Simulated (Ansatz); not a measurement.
Two isomers of C4H4F6O: A = `FCC(F)(F)COC(F)(F)F`, B = `FC(F)COC(F)(F)C(F)F`.

Isolated molecules relaxed with PBE0-D4/def2-TZVP in Ansatz; ΔE leaves out vibrations. CBS: MP2 limit from def2 TZ/QZ plus the TZ coupled-cluster correction, frozen cores. Functionals use def2-TZVPP. B3LYP here is the variant with VWN-RPA as its local correlation; programs differ in this. One conformer a species, not always the lowest.

Question: Which is lower in electronic energy at CCSD(T)/CBS, and by how much? (Best estimate.)

Answer: Ansatz gave: A, by 7.8 kcal/mol.

Question: Give E(B) − E(A) in kcal/mol with CCSD(T)/def2-TZVPP, MP2/def2-TZVPP, PBE-D4, BLYP-D4, B3LYP-D4, B3LYP, r2SCAN-D4. (Estimate.)

Answer: Ansatz gave: CCSD(T)/def2-TZVPP 8.1, MP2/def2-TZVPP 8.4, PBE-D4 6.9, BLYP-D4 5.9, B3LYP-D4 6.9, B3LYP 6.5, r2SCAN-D4 8.2. None reverses the order clearly.

Question: Does the order hold for the free energy at 298.15 K (harmonic terms from PBE0-D4)? (Best estimate.)

Answer: Ansatz gave: Yes: G(B) − G(A) = +7.7 kcal/mol, for one conformer each. Modes under 60 cm⁻¹, often nearly free rotors, make the harmonic entropy too high.

Largest T1 diagnostic: 0.012.

Leaving LDA and LC-ωPBE aside and taking each functional with its dispersion term where it has one, the values, not all of them listed here, spread over 3.0 kcal/mol, from BLYP-D4 to B97M-V. LDA lies +1.8 kcal/mol from PBE without D4. From PBE to PBE0 (25 % exact exchange), in def2-TZVPP and without D4, E(B) − E(A) moves by +1.1 kcal/mol.
